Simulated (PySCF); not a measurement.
## Ir²⁺: excitation energy

Ir²⁺ [Xe] 4f14 5d7 (4F) → Ir²⁺ [Xe] 4f14 5d6 6p1 (high-spin determinant), as a difference of total energies. All numbers are calculated (PySCF 2.14, the spin-free X2C one-electron Hamiltonian (Gaussian nucleus), in ANO-RCC-VTZP (8s7p5d3f1g, 84 functions)). Correlated levels: valence and next inner shell: [Kr] 4d10 4f14 frozen. The calculations carry no spin-orbit coupling.

```csv
method,excitation energy (eV)
UHF,8.726
MP2 (valence and next inner shell),9.277
SCS-MP2 (valence and next inner shell),9.528
CCSD (valence and next inner shell),9.280
CCSD(T) (valence and next inner shell),9.282
```

Q: How much does correlation contribute at CCSD(T) (valence and next inner shell)?

A: 9.282 − (8.726) = 0.556 eV, measured against UHF.

A first-order spin-orbit estimate (lowest level to lowest level, LS coupling) adds 0.657 eV.

The basis was made for the ground configuration and has no added diffuse functions, so the excitation energy can come out too high.

The determinant of the upper state mixes LS terms, which raises its energy above the lowest term, most at the Hartree-Fock and MP2 levels.
